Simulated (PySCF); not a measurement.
Working out the ionisation energy of N⁺

N⁺ [He] 2s2 2p2 (3P) → N²⁺ [He] 2s2 2p1 (2P). All numbers are calculated (PySCF 2.14, the non-relativistic Hamiltonian (point nucleus), in dyall-av3z (15s9p3d2f, 71 functions)). Frozen: 1s2; the 14 highest virtual orbitals dropped. Energies in hartree (1 hartree = 27.21139 eV):

```
             part  N⁺ (lower)  N²⁺ (upper)
              UHF  -53.893770   -52.820363
MP2 opposite-spin   -0.061292    -0.055354
    MP2 same-spin   -0.013409    -0.003919
```

Q: What does Hartree-Fock give?

A: (-52.820363) − (-53.893770) = 1.073407 hartree = 29.209 eV.

Q: What do MP2 and SCS-MP2 (6/5 opposite-spin, 1/3 same-spin) give?

A: The opposite-spin parts differ by 0.162 eV and the same-spin parts by 0.258 eV. MP2: 29.209 + (0.162) + (0.258) = 29.629 eV. SCS-MP2: 29.209 + 1.2 × (0.162) + (0.258)/3 = 29.489 eV.

A first-order spin-orbit estimate adds -0.003 eV to MP2 (valence), giving 29.626 eV against 29.601 eV (semi-empirical (NIST evaluation); NIST Atomic Spectra Database, ionization energies).

What remains against the reference includes basis incompleteness, the frozen core and correlation beyond second order.
